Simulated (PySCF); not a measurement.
## LDA on N (nitrogen, neutral)

Configuration: [He] 2s2 2p3, high-spin 4S determinant. Calculation: PySCF 2.14, in pcseg-2; the non-relativistic Hamiltonian (point nucleus).

```json
{
  "Total energy": "-54.1316 hartree",
  "One-electron energy": "-73.8737 hartree",
  "Hartree (Coulomb) energy": "26.0440 hartree",
  "Exchange-correlation energy": "-6.3019 hartree",
  "Kinetic energy": "54.34336 hartree",
  "⟨S²⟩": "3.7532",
  "⟨L²⟩": "0.000",
  "Sum of ⟨r⟩": "7.447 bohr",
  "Sum of ⟨r²⟩": "12.62 bohr²",
  "Density at the nucleus (Gaussians lack the cusp)": "199 bohr⁻³",
  "Spin density at the nucleus": "0.349 bohr⁻³",
  "Langevin diamagnetic susceptibility": "-9.99 ×10⁻⁶ cm³/mol",
  "Time after the integrals": "0.13 s of wall time on 1 thread of Neoverse-N1 (shared host)"
}
```

| shell | electrons | mean orbital energy (hartree) | rms radius, mean of both spins (bohr) |
| --- | --- | --- | --- |
| 1s α | 1 | -13.97837 | 0.268 |
| 1s β | 1 | -13.91270 | 0.268 |
| 2s α | 1 | -0.71967 | 1.49 |
| 2s β | 1 | -0.56013 | 1.49 |
| 2p α | 3 | -0.30850 | 1.64 |
